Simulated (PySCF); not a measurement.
B3LYP has the VWN-RPA correlation part, as in Gaussian. 

```xyz
3

C      1.1042     0.0909     0.0000
N     -0.0553    -0.0046     0.0000
H     -1.0489    -0.0863     0.0000
```

Charge 0, multiplicity 1.

Question: Give the Mulliken and meta-Löwdin atomic charges from B3LYP-D3(BJ)/def2-TZVP // PBE0-D4/def2-TZVP run with PySCF.

Answer: 
| atom | Mulliken (e) | meta-Löwdin (e) |
|---|---|---|
| C1 | -0.16 | -0.07 |
| N2 | -0.13 | -0.22 |
| H3 | 0.30 | 0.29 |
